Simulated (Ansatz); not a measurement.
Ansatz (a quantum-chemistry and plane-wave program) input (CCSD(T)/aug-cc-pVDZ):

Ansatz 0.2 input:
```yaml
crystal:
  periodic: [false, false, false]
  atoms:
    - {symbol: C, position_ang: [-1.95801932, 0.18285664, 0.38525923]}
    - {symbol: C, position_ang: [-0.69479984, 0.60548378, -0.25057466]}
    - {symbol: C, position_ang: [0.53306484, -0.12471395, -0.05151133]}
    - {symbol: O, position_ang: [0.65649707, -1.12473274, 0.63059536]}
    - {symbol: O, position_ang: [1.58427789, 0.42631052, -0.72147723]}
    - {symbol: H, position_ang: [-2.35644705, 0.97667557, 1.02777498]}
    - {symbol: H, position_ang: [-1.81268154, -0.71582245, 0.98147414]}
    - {symbol: H, position_ang: [-2.72983195, -0.00911014, -0.36896537]}
    - {symbol: H, position_ang: [-0.66378600, 1.48166985, -0.88476697]}
    - {symbol: H, position_ang: [2.35507267, -0.12779394, -0.52750141]}
basis:
  gaussian:
    orbitals: aug-cc-pVDZ
magnetization: {spin_polarized: true, initial_magnetization: 1}
correlation: {method: ccsd_t, electrons: outside_noble_gas}
output: {forces: true}
```

End of the output:

```
cycle  15  -22.42540944 eV  change   -2.5e-6 eV  update   1.4e-6
perturbative correction -0.79477477 eV, -0.0292074339 hartree
the calculation of the forces begins
Total energy: -7268.76159634 eV, -267.1220617221 hartree
Atom 0 at    -1.958019     0.182857     0.385259 Å, force    -0.273653    -0.037711     0.100951 eV/Å
Atom 1 at    -0.694800     0.605484    -0.250575 Å, force    -0.141753     0.261935    -0.150899 eV/Å
Atom 2 at     0.533065    -0.124714    -0.051511 Å, force     0.262033     0.239148    -0.239820 eV/Å
Atom 3 at     0.656497    -1.124733     0.630595 Å, force     0.071324    -0.998894     0.695423 eV/Å
Atom 4 at     1.584278     0.426311    -0.721477 Å, force     0.311347     0.419774    -0.381259 eV/Å
Atom 5 at    -2.356447     0.976676     1.027775 Å, force    -0.128875     0.310457     0.267052 eV/Å
Atom 6 at    -1.812682    -0.715822     0.981474 Å, force     0.069014    -0.400352     0.263827 eV/Å
Atom 7 at    -2.729832    -0.009110    -0.368965 Å, force    -0.283433    -0.096786    -0.308833 eV/Å
Atom 8 at    -0.663786     1.481670    -0.884767 Å, force     0.031435     0.414686    -0.304228 eV/Å
Atom 9 at     2.355073    -0.127794    -0.527501 Å, force     0.082561    -0.112258     0.057787 eV/Å
Dipole moment:    -0.175827     0.283154    -0.155385 e Å
```

It need not be the lowest isomer of its formula.
